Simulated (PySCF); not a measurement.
# Different ions with H2O ligands: trigonal planar complexes compared

All values are computed with PySCF: state-averaged CASSCF of the d shell with SC-NEVPT2, spin-free X2C, triple-zeta basis on the metal and double-zeta on the ligands, mean-field spin-orbit coupling; model geometries with bond lengths from ionic radii.

```tsv
complex	point group	M–L / Å	L–M–L / °	solvent
[Mn(H2O)3]3+	D3h	1.82	120	none
[Co(H2O)3]3+	D3h	1.79	120	none
[Ni(H2O)3]2+	D3h	1.87	120	none
[V(H2O)3]2+	D3h	1.97	120	none
```

Task: Rank by the spin-orbit constant ζ, lowest first.
A. [Co(H2O)3]3+
B. [Ni(H2O)3]2+
C. [Mn(H2O)3]3+
D. [V(H2O)3]2+

Result: D (160 cm⁻¹), C (330 cm⁻¹), A (539 cm⁻¹), B (645 cm⁻¹).

Task: What are the ground states and moments?

Result: 
| complex | shell | ground state (NEVPT2) | total orbital splitting (CASSCF fit) / cm⁻¹ | μeff(300 K) / μB |
| --- | --- | --- | --- | --- |
| [Mn(H2O)3]3+ | d4 | 5E' | 7458 | 4.22 |
| [Co(H2O)3]3+ | d6 | 5A1' | 7258 | 5.45 |
| [Ni(H2O)3]2+ | d8 | 3A1'' | 3988 | 5.27 |
| [V(H2O)3]2+ | d3 | 4A1'' | 5915 | 3.58 |

In [Ni(H2O)3]2+, [V(H2O)3]2+ the next state lies within 300 cm⁻¹ of the lowest, inside the method's error, so which of them is lowest is undecided.

The trigonal planar shape is imposed. Real complexes may take another, with another ground state.
